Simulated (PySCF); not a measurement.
Vertical excitations of a molecule C₅H₄F₂ from TDDFT-B3LYP/def2-SVPD (PySCF), as energy in eV (oscillator strength): 4.35 (0.000), 5.27 (0.384), 5.61 (0.000), 6.04 (0.005), 6.57 (0.002), 6.76 (0.048), 6.78 (0.000), 7.20 (0.177), 7.22 (0.003), 7.54 (0.008). Lowest triplet (TDA): 3.09 eV. The structure is a stationary point at PBE0-D3(BJ)/def2-SVP. One conformer was computed; it need not be the lowest.

**Question.** Which molecule gave these data?
A) C#CC1[C@H](F)[C@H]1F
B) C=C=C(F)/C=C\F
C) C#CC(F)(F)C=C
D) FC1=CC=C[C@@H]1F

**Answer.** B, C=C=C(F)/C=C\F
